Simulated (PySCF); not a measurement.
States of one metal complex from SC-NEVPT2 in the d shell, PySCF, above the ground state:

| 2S+1 | degeneracy | energy / cm⁻¹ | f (electric dipole) |
| --- | --- | --- | --- |
| 5 | 1 | 0 | – |
| 5 | 1 | 2551 | 2.0e-07 |
| 5 | 2 | 4646 | 1.4e-04 |
| 5 | 1 | 6603 | 0 |
| 3 | 1 | 17028 | – |
| 3 | 2 | 18658 | – |
| 3 | 2 | 19102 | – |
| 3 | 1 | 20272 | – |
| 3 | 1 | 20703 | – |
| 3 | 1 | 21792 | – |
| 3 | 1 | 22836 | – |
| 3 | 1 | 22993 | – |

Which of these complexes, all computed at model or optimised geometries, gave the data?
A. [CrF4]2- (d4, tetrahedral)
B. [Fe(SH)4]2- (d6, tetrahedral)
C. [MnF5]2- (d4, square pyramidal)
D. [Fe(SH)3]- (d6, trigonal planar)

B. [Fe(SH)4]2- (d6, tetrahedral) has 5B (from 5E), then 5A (from 5E) at 2551, 5E (from 5T2) at 4646 cm⁻¹ (NEVPT2). The others: [Fe(SH)3]- (d6, trigonal planar) has 5A', then 5E'' at 2245, 5E' at 5018 cm⁻¹ (NEVPT2); [MnF5]2- (d4, square pyramidal) has 5B1, then 5A1 at 11823, 3E at 16909 cm⁻¹ (NEVPT2); [CrF4]2- (d4, tetrahedral) has 5T2, then 5E at 4726, 3T1 at 14317 cm⁻¹ (NEVPT2).

On [Fe(SH)4]2-: NEVPT2 lifts 5B (from 5T2) from 4541 to 6603 cm⁻¹; on the d shell alone such lifts tend to overshoot.
